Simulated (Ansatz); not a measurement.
Cost and result for the atomization energy of `[SiH3]C1NCS1` (12 atoms, 12 bonds).

```xyz
12

Si    1.2877   -0.6434    1.0548
C    -0.0642    0.5697    0.5335
N    -1.2183   -0.1216   -0.0805
C    -0.8558    0.1609   -1.4723
S     0.3853    1.4437   -1.0348
H     1.5551   -1.5642   -0.0779
H     2.5213    0.1159    1.3907
H     0.8541   -1.4242    2.2459
H    -0.3398    1.2565    1.3369
H    -2.0653    0.3843    0.1488
H    -0.3839   -0.6988   -1.9522
H    -1.6761    0.5213   -2.0929
```

The species carries charge 0 and has multiplicity 1. Geometry: relaxed with PBE0-D4/def2-TZVP. Program: Ansatz. All runs use 4 threads of a server CPU on a shared host. Times are those of one run each, without the atoms' runs, and a repeat can differ threefold. Electronic energies, without spin–orbit coupling; frozen cores. CCSD(T)/CBS adds CCSD(T) − MP2 in def2-TZVPP to the MP2 limit, and its time is that of the two runs behind it. T1 = 0.011. B3LYP takes the VWN-RPA correlation (the form of Gaussian; ORCA's B3LYP/G).

CCSD(T)/CBS is a level of theory with its own doubt, some kJ/mol a heavy atom from the limit and from the frozen cores, so smaller differences don't rank the functionals.

```json
{"level": "revPBE-D4/def2-TZVPP", "functions": "275", "wall time": "3.4 s"}
{"level": "BLYP-D4/def2-TZVPP", "functions": "275", "wall time": "3.5 s"}
{"level": "BHLYP-D4/def2-TZVPP", "functions": "275", "wall time": "5.5 s"}
{"level": "r2SCAN-D4/def2-TZVPP (with forces)", "functions": "275", "wall time": "7.5 s"}
{"level": "CCSD(T)/def2-SVP", "functions": "113", "wall time": "7.5 s"}
{"level": "B3LYP-D4/def2-TZVPP (with forces)", "functions": "275", "wall time": "8.5 s"}
{"level": "r2SCANh-D4/def2-TZVPP", "functions": "275", "wall time": "8.5 s"}
{"level": "PBE-QIDH/def2-TZVPP", "functions": "275", "wall time": "10 s"}
{"level": "B97M-V/def2-TZVPP", "functions": "275", "wall time": "13 s"}
{"level": "ωB97M-V/def2-TZVPP (with forces)", "functions": "275", "wall time": "18 s"}
{"level": "MP2/def2-QZVPP", "functions": "521", "wall time": "32 s"}
{"level": "CCSD(T)/def2-TZVPP", "functions": "275", "wall time": "3.5 min"}
{"level": "CCSD(T)/CBS(def2)", "functions": "–", "wall time": "4 min"}
```

What atomization energy does each give, and how far from CCSD(T)/CBS? (An estimate is asked.)

The calculation gave: 
```json
{"level": "revPBE-D4/def2-TZVPP", "atomization (kcal/mol)": "990.2", "difference from CCSD(T)/CBS": "0.2", "per bond": "0.0"}
{"level": "BLYP-D4/def2-TZVPP", "atomization (kcal/mol)": "988.2", "difference from CCSD(T)/CBS": "-1.8", "per bond": "-0.2"}
{"level": "BHLYP-D4/def2-TZVPP", "atomization (kcal/mol)": "961.2", "difference from CCSD(T)/CBS": "-28.8", "per bond": "-2.4"}
{"level": "r2SCAN-D4/def2-TZVPP (with forces)", "atomization (kcal/mol)": "989.3", "difference from CCSD(T)/CBS": "-0.7", "per bond": "-0.1"}
{"level": "CCSD(T)/def2-SVP", "atomization (kcal/mol)": "925.3", "difference from CCSD(T)/CBS": "-64.7", "per bond": "-5.4"}
{"level": "B3LYP-D4/def2-TZVPP (with forces)", "atomization (kcal/mol)": "990.2", "difference from CCSD(T)/CBS": "0.2", "per bond": "0.0"}
{"level": "r2SCANh-D4/def2-TZVPP", "atomization (kcal/mol)": "983.6", "difference from CCSD(T)/CBS": "-6.4", "per bond": "-0.5"}
{"level": "PBE-QIDH/def2-TZVPP", "atomization (kcal/mol)": "983.7", "difference from CCSD(T)/CBS": "-6.3", "per bond": "-0.5"}
{"level": "B97M-V/def2-TZVPP", "atomization (kcal/mol)": "992.4", "difference from CCSD(T)/CBS": "2.4", "per bond": "0.2"}
{"level": "ωB97M-V/def2-TZVPP (with forces)", "atomization (kcal/mol)": "996.3", "difference from CCSD(T)/CBS": "6.3", "per bond": "0.5"}
{"level": "MP2/def2-QZVPP", "atomization (kcal/mol)": "989.5", "difference from CCSD(T)/CBS": "-0.5", "per bond": "0.0"}
{"level": "CCSD(T)/def2-TZVPP", "atomization (kcal/mol)": "960.6", "difference from CCSD(T)/CBS": "-29.4", "per bond": "-2.5"}
{"level": "CCSD(T)/CBS(def2)", "atomization (kcal/mol)": "990.0", "difference from CCSD(T)/CBS": "0.0", "per bond": "0.0"}
```

From r2SCAN to r2SCAN0 (25 % exact exchange), in def2-TZVPP and without D4, the atomization energy moves by −14.2 kcal/mol: exact exchange takes away binding that semilocal exchange gives to molecules. At CCSD(T), def2-SVP lies −64.7 kcal/mol from the extrapolated value and def2-TZVPP −29.5 kcal/mol: correlation converges slowly with the basis, and small sets miss more of it in the bonded molecule than in its fragments. Leaving LDA and LC-ωPBE aside and taking each functional with its dispersion term where it has one, the values, not all of them listed here, spread over 50.9 kcal/mol, from BHLYP-D4 to PBE-D4. LDA lies +136.6 kcal/mol from PBE without D4, its usual overbinding.
